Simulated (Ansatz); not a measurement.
Bend profile

C$_{2}$NSe (SMILES [Se]=c1[c]n1), doublet, at its PBE0-D4/def2-TZVP minimum:

```
atom    x (Å)    y (Å)    z (Å)
 Se1   1.7775  -0.3755   0.6124
  C2   0.1704  -0.0423   0.0983
  C3  -1.2662   0.1632   0.2174
  N4  -0.6817   0.2547  -0.9281
```

The angle Se1–C2–N4 (148.1° at the minimum) is set to the values below, Se1, with anything bonded beyond it, turning rigidly in the plane of the angle. Each method's energies count from its own value at the PBE0-D4 minimum structure. Computed with Ansatz 0.2.0 (basis: def2-TZVPP); correlated methods freeze the cores; orbitals are unrestricted. Filled d shells of the heavier atoms are correlated. The def2 sets are not built for correlating such inner shells, so the correlated values are less sure here. B3LYP uses VWN-RPA correlation.

CCSD(T) energies along the scan:
| angle (°) | CCSD(T) (kcal/mol) |
| --- | --- |
| 118.1 | 10.27 |
| 125.6 | 5.78 |
| 133.1 | 2.60 |
| 140.6 | 0.68 |
| 148.1 | 0.00 |
| 155.6 | 0.51 |
| 163.1 | 2.16 |
| 170.6 | 4.84 |
| 178.1 | 8.44 |
They count from the CCSD(T) energy at the PBE0-D4 minimum.

Minimum and curvature along this coordinate at CCSD(T): A fifth-order fit through the nearest points gives 148.6°, with a curvature of about 0.92 meV/deg².

Largest difference from the CCSD(T) curve over the scan: PBE-D4 0.49; PBE0-D4 0.37; B3LYP-D4 0.59; HF 2.68 kcal/mol. Each curve counts from its own value at the minimum.

The T1 diagnostic stays at or below 0.036. ⟨S²⟩ of the unrestricted Hartree–Fock references: 0.77 to 0.78 (a pure state has 0.75).

For scale, one of the runs: CCSD(T)/def2-TZVPP, 141 basis functions (an equivalent command: `ansatz run in.yaml --threads 2`). Time: 54 s of wall clock on 2 CPU threads; the host was shared. Peak host memory: 1.4 GiB.
